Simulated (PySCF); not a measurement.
B2F3, SMILES F[B]B(F)F, multiplicity 2.

The structure is a stationary point at PBE0-D3(BJ)/def2-SVP. The isomer is the one that the SMILES or the coordinates give; other isomers of the formula were not compared. Other conformers were not sampled.

The numbers are results of B3LYP/def2-TZVPD (PySCF), not measurements.

Isolated molecule, no solvent.

```yaml
total_energy: -349.48069 hartree
point_group: Cs
"α spin, highest occupied and lowest empty level": -5.91 and -2.18 eV
"β spin, highest occupied and lowest empty level": -10.66 and -2.61 eV
dipole_moment: 1.09 D
quadrupole, principal values (traceless, Buckingham form, about the centre of nuclear charge): -2.50, 0.26, 2.23 D·Å
mean_static_polarisability: 34.1 bohr³ (5.06 Å³)
polarisability_principal_values: 28.1, 30.3, 44.0 bohr³
"⟨S²⟩": 0.755 (pure state 0.75)
```
